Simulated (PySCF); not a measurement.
Ionising SrF

UHF-MP2; basis Sr def2-SVP with ECP28, F def2-SVP; scalar-relativistic core potentials; PySCF 2.14. Neutral (UHF): doublet (σ ↑), Re = 2.118 Å, ωe = 523 cm⁻¹, De = 5.23 eV.

SrF⁺ (RHF): singlet (closed shell), Re = 2.053 Å, ωe = 594 cm⁻¹, De = 5.34 eV to Sr⁺ + F. The energies at the minima are -130.03286 hartree for SrF and -129.83818 for SrF⁺.

Q: Work out the adiabatic ionisation energy, without and with harmonic zero-point energies (1 hartree = 27.2114 eV, 1 eV = 8065.5 cm⁻¹), and the change of the bond length.

A: At MP2: 0.19468 hartree = 5.298 eV between the minima; the zero-point term (594.0 − 523.0)/2 cm⁻¹ = +0.004 eV makes it 5.302 eV. Re changes by -6.5 pm against the neutral. The electron leaves a σ orbital, and the shorter bond of the ion fits an antibonding orbital, or a change in how ionic the bond is.

Correlated steps freeze 1 core orbital. Correlated levels converge slowly with the basis: in double zeta they bind strong bonds too weakly, by up to about 1 eV, and carry superposition errors of some tenths. For an ion De counts to the pair picked by the measured ionisation energies or electron affinities, which need not be the lowest pair at this level. Where the molecule has an RHF reference, its open-shell atoms are computed with UHF. States were picked by a PBE0 search and need not be the measured ground states.

Neutral and ion stand on different kinds of reference determinant, which adds to the error of the difference.
